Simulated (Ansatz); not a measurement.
Consider the formal exchange of groups at a C–Si bond: `C=C([SiH3])CC` + `CC` → `C=C(CC)CC` + SiH₄.

Isolated molecules relaxed with PBE0-D4/def2-TZVP in Ansatz; ΔE leaves out vibrations. CCSD(T)/CBS adds triple-zeta CCSD(T) − MP2 to the extrapolated MP2 energy (def2 sets, frozen cores). This one scheme is used for every species. Functionals use def2-TZVPP. B3LYP here is the variant with VWN-RPA as its local correlation; programs differ in this. One conformer a species, not always the lowest.

`C=C([SiH3])CC`:

```xyz
15

C    -0.397    1.467   -1.236
C    -0.100    0.652   -0.224
Si   -1.203    0.653    1.287
C     1.102   -0.250   -0.268
C     0.749   -1.731   -0.195
H     0.220    1.507   -2.132
H    -1.259    2.126   -1.215
H    -0.389    0.858    2.517
H    -2.201    1.747    1.163
H    -1.929   -0.637    1.450
H     1.668   -0.049   -1.184
H     1.766   -0.002    0.569
H     0.094   -2.016   -1.022
H     1.648   -2.348   -0.244
H     0.230   -1.976    0.736
```

`CC`:

```xyz
8

C    -0.629   -0.408    0.119
C     0.629    0.408   -0.119
H    -1.053   -0.771   -0.820
H    -0.427   -1.280    0.746
H    -1.399    0.184    0.619
H     1.053    0.771    0.820
H     0.427    1.279   -0.746
H     1.399   -0.184   -0.619
```

`C=C(CC)CC`:

```xyz
18

C    -0.799   -1.776   -0.885
C    -0.303   -0.672   -0.334
C    -0.942    0.668   -0.566
C    -1.381    1.369    0.714
C     0.918   -0.719    0.541
C     2.066    0.151    0.043
H    -1.682   -1.748   -1.514
H    -0.339   -2.745   -0.724
H    -1.802    0.537   -1.228
H    -0.238    1.316   -1.102
H    -2.078    0.747    1.281
H    -1.880    2.314    0.486
H    -0.533    1.596    1.365
H     1.251   -1.757    0.623
H     0.647   -0.403    1.556
H     2.940    0.044    0.689
H     1.796    1.209    0.028
H     2.359   -0.133   -0.971
```

SiH₄:

Cartesian coordinates in Å:
```
Si 0.000 0.000 0.000
H -0.886 -0.173 -1.179
H 1.370 0.342 -0.457
H 0.039 -1.263 0.779
H -0.524 1.094 0.856
```

| level | ΔE (kJ/mol) | difference from CCSD(T)/CBS |
| --- | --- | --- |
| LDA (SPW92) | 17.4 | -6.9 |
| BLYP-D4 | 27.8 | 3.5 |
| B97M-V | 25.2 | 0.9 |
| B3LYP-D4 | 26.9 | 2.6 |
| CAM-B3LYP | 24.9 | 0.6 |
| RPA@PBE/def2-TZVPP | 19.8 | -4.5 |
| CCSD/def2-SVP | 13.7 | -10.6 |
| CCSD(T)/def2-TZVPP | 22.0 | -2.3 |
| SCS-MP2/def2-QZVPP | 24.2 | -0.1 |
| CCSD/CBS(def2) | 24.6 | 0.3 |
| CCSD(T)/CBS | 24.3 | 0 |

Largest T1 diagnostic among the species: 0.011.

At CCSD(T), def2-SVP lies −11.4 kJ/mol from the extrapolated value and def2-TZVPP −2.3 kJ/mol. In def2-TZVPP, CCSD(T) changes the Hartree–Fock value by −4.1 kJ/mol (the triples alone add −0.3 kJ/mol) and MP2 by −3.7 kJ/mol. From BLYP to BHLYP (50 % exact exchange), in def2-TZVPP and without D4, ΔE moves by −4.7 kJ/mol.
